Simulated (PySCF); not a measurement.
## Ionisation energy of Zr³⁷⁺ by level of theory

Zr³⁷⁺ [He] 2s1 (2S) → Zr³⁸⁺ 1s2 (1S), as a difference of total energies. Computed with PySCF 2.14 in an even-tempered Gaussian basis (19 s from 14 bohr⁻², ratio 2.2; 8 p from 22 bohr⁻², ratio 2.4; 5 d from 65 bohr⁻², ratio 2.4; 5 f from 97 bohr⁻², ratio 2.4; 4 g from 150 bohr⁻², ratio 2.4), with the spin-free X2C one-electron Hamiltonian (Gaussian nucleus). Correlated levels: nothing frozen; virtual orbitals above 40 to 60 times the deepest correlated orbital energy dropped. The calculations carry no spin-orbit coupling.

```json
{"method": "UHF", "ionisation energy (eV)": "5150.0", "difference from reference (eV)": "+3.1"}
{"method": "LDA", "ionisation energy (eV)": "5144.9", "difference from reference (eV)": "-2.0"}
{"method": "PBE", "ionisation energy (eV)": "5153.5", "difference from reference (eV)": "+6.6"}
{"method": "PBE0", "ionisation energy (eV)": "5152.7", "difference from reference (eV)": "+5.8"}
{"method": "r2SCAN", "ionisation energy (eV)": "5147.9", "difference from reference (eV)": "+1.0"}
{"method": "TPSS", "ionisation energy (eV)": "5152.8", "difference from reference (eV)": "+5.9"}
{"method": "B2PLYP", "ionisation energy (eV)": "5152.2", "difference from reference (eV)": "+5.3"}
{"method": "MP2 (all electrons)", "ionisation energy (eV)": "5150.2", "difference from reference (eV)": "+3.3"}
{"method": "SCS-MP2 (all electrons)", "ionisation energy (eV)": "5150.2", "difference from reference (eV)": "+3.3"}
```

Reference: 5146.9 eV (theoretical estimate listed by NIST; NIST Atomic Spectra Database, ionization energies).

For this ion Breit and QED terms and the two-electron picture change, all absent here, outweigh the differences among the correlated methods.
